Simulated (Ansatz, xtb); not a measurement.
## A geometry optimisation of AlGaH4OSi with r2SCAN-D4/def2-SVP

The starting geometry of this gas-phase singlet was built from a drawn formula by distance geometry; its bonds are those of `O=[SiH][GaH][AlH2]`.

```yaml
atoms:
  - { symbol: Al, position_ang: [-0.2133, -0.9043, 0.1782] }
  - { symbol: Ga, position_ang: [1.5904, 0.8290, 0.8475] }
  - { symbol: O, position_ang: [0.7233, 3.1386, -1.3073] }
  - { symbol: Si, position_ang: [0.3692, 2.8892, 0.1456] }
  - { symbol: H, position_ang: [-0.9341, 3.0262, 0.7458] }
  - { symbol: H, position_ang: [2.9587, 0.5854, 0.8844] }
  - { symbol: H, position_ang: [-0.3716, -0.8077, -1.3805] }
  - { symbol: H, position_ang: [-1.3758, -0.8045, 1.2628] }
```

**Question.** Predict what it relaxes into with r2SCAN-D4/def2-SVP.

**Answer.** It keeps its bonds, and is `O=[SiH][GaH][AlH2]`. Distances that change by over a tenth: Ga2–H6 (1.39 → 1.57 Å).

The energy falls by 1.10 eV over 17 steps:

```json
{"step": "1", "E − E(last) (eV)": "1.103"}
{"step": "3", "E − E(last) (eV)": "0.222"}
{"step": "5", "E − E(last) (eV)": "0.094"}
{"step": "6", "E − E(last) (eV)": "0.055"}
{"step": "8", "E − E(last) (eV)": "0.019"}
{"step": "10", "E − E(last) (eV)": "0.004"}
{"step": "12", "E − E(last) (eV)": "0.001"}
{"step": "13", "E − E(last) (eV)": "0.000"}
{"step": "15", "E − E(last) (eV)": "0.000"}
{"step": "17", "E − E(last) (eV)": "0.000"}
```

Final geometry (Å):

```
atom    x (Å)    y (Å)    z (Å)
  Al  -0.3316  -1.0855   0.0675
  Ga   1.1031   0.8820   0.6088
   O   0.7011   3.5171  -1.3936
  Si   0.4681   3.1427   0.0943
   H  -0.1490   4.1179   1.0713
   H   2.5864   0.7906   1.1300
   H  -0.3605  -1.7061  -1.3980
   H  -1.2709  -1.7068   1.1961
```

From the same start GFN2-xTB ends elsewhere, differing in Al1–O3 (1.92 against 4.94 Å here), Al1–Si4 (2.58 against 4.30 Å here), Al1–H6 (1.56 against 3.63 Å here), Ga2–O3 (1.96 against 3.33 Å here), Ga2–Si4 (3.58 against 2.40 Å here), Ga2–H6 (4.49 against 1.57 Å here).

The end wasn't checked by frequencies. Run with Ansatz 0.2.0, 23 s on 2 threads of Intel(R) Xeon(R) 6975P-C (Granite Rapids), on a shared host.
